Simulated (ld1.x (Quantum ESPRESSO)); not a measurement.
## iodine: excitation energies, all-electron against TM

- Element: iodine (I)
- Generator: ld1.x (Quantum ESPRESSO) 7.5
- Type: norm-conserving Troullier–Martins (Kleinman–Bylander form)
- Functional: PBE
- Relativity: fully relativistic
- Frozen core: [Kr] 4d10
- Valence charge: 7
- Reference configuration: 5s1.75 5p5.25
- Partial waves: 5s (bound): rc 1.65 bohr; 5p (bound): rc 2.20 bohr
- Local potential: the p channel
- Core correction: Bessel-smoothed model core inside 1.40 bohr

Open shells are filled in proportion to 2j + 1 (rel_dist='average').

Energies are relative to the spin-unpolarised reference configuration 5s1.75 5p5.25; without spin polarisation the order of configurations can differ from experiment. The p channel is local and has no spin–orbit splitting in the pseudo-atom.

| valence configuration | charge | ΔE all-electron (eV) | error AE − PS (meV) |
| --- | --- | --- | --- |
| 5s2 5p5 | 0 | -2.575 | +4.5 |
| 5s2 5p4 | +1 | 8.582 | +24 |
| 5s2 5p5.3 | -0.3 | -4.366 | -1.5 |
| 5s1 5p5 | +1 | 19.516 | -0.2 |
| 5s2 5p4.5 | +0.5 | 1.970 | +14 |

(1) What are ΔE and the potential's error for 5s1 5p6?

(2) What are ΔE and the potential's error for 5s2 5p3?

Levels in the configuration 5s1 5p5:

```csv
level,all-electron (eV),pseudo (eV)
5s j=1/2,-26.972,-26.988
5p j=1/2,-16.746,-15.944
5p j=3/2,-15.569,-15.944
```

The potential misses its own reference levels by up to 0.7 eV.

Results:

(1) ΔE = 7.794 eV all-electron; the error (AE − PS) is -20 meV.

(2) ΔE = 28.457 eV all-electron; the error (AE − PS) is +42 meV.
